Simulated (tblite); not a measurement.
Species: C9H7 (doublet state).
Geometry (GFN2-xTB, Å), atoms numbered from 1 in this order:
```
atom  x, y, z in Å
C1    -1.0628    2.9340    0.5496
C2    -0.3344    2.0456    0.1140
C3     0.5208    0.9487    0.1596
C4     1.8818    1.0042    0.3928
C5     2.4265   -0.3049    0.2852
C6     1.4228   -1.1882    0.0280
C7     0.1671   -0.4673   -0.0485
C8    -1.0306   -1.0348   -0.2767
C9    -2.3361   -0.3498   -0.3921
H10    2.4413    1.8977    0.6012
H11    3.4708   -0.5390    0.3900
H12    1.5114   -2.2487   -0.1186
H13   -1.0543   -2.1134   -0.3960
H14   -2.2604    0.7029   -0.1385
H15   -2.7029   -0.4451   -1.4157
H16   -3.0685   -0.8330    0.2542
```

Computed geometry: GFN2-xTB, gas phase. This method treats the open shell by occupation alone, without spin polarisation.

Take the most abundant isotopes and a rigid rotor. The values belong to one conformer with, in the numbering `[C:1]#[C:2][C:3]1=[CH:4][CH:5]=[CH:6]/[C:7]1=[CH:8]/[CH3:9]`, C1–C2–C3–C4 -83°.

(1) Give the principal moments of inertia and the rotational constants in MHz.

(2) What kind of rotor is it?

(3) What does the inertial defect say?

(4) Give the other two planar moments, Paa and Pbb, and the rms extents of the mass along the axes.

(5) List the rotational levels J(Ka,Kc) to J = 2 (MHz).

(6) Estimate the classical rotational partition function at 10 K, 100 K and 200 K.

Answers

(1) Ia = 213.35, Ib = 288.64, Ic = 496.98 u·Å²; 505379 MHz·u·Å²/I gives A = 2369, B = 1751, C = 1017 MHz.

(2) An asymmetric top. Ray's parameter κ = (2B − A − C)/(A − C) = 0.086; −1 is the prolate and +1 the oblate limit.

(3) Not planar: Δ = Ic − Ia − Ib = -5.01 u·Å². For a rigid frame Δ = −2 Σ m c², so Σ m c² = 2.51 u·Å² lies off the ab plane: 1.57 from hydrogen and 0.94 from heavier atoms. The atom farthest from that plane is 0.97 Å away.

(4) Paa = Σ m a² = (Ib + Ic − Ia)/2 = 286.13 and Pbb = Σ m b² = (Ia + Ic − Ib)/2 = 210.85 u·Å². With the mass M = 115.05 u, the rms extents √(P/M) along a, b and c are 1.58, 1.35, 0.15 Å.

(5) Above 0(0,0):
J = 1: 1(0,1) 2768, 1(1,1) 3386, 1(1,0) 4120
J = 2: 2(0,2) 7929, 2(1,2) 8187, 2(1,1) 10389, 2(2,1) 12243, 2(2,0) 12617

(6) Point group C1, symmetry number σ = 1; q = (√π/σ)·√((kT/h)³/(ABC)), k/h = 20836.6 MHz/K: 2600 at 10 K, 82100 at 100 K, 232000 at 200 K.

For this open shell read J as N, the rotation without spin; fine and hyperfine splittings come on top. Its GFN2-xTB frequencies are all real (lowest 73 cm⁻¹). Constants of a rigid frame at the computed geometry: no zero-point averaging, no centrifugal distortion.
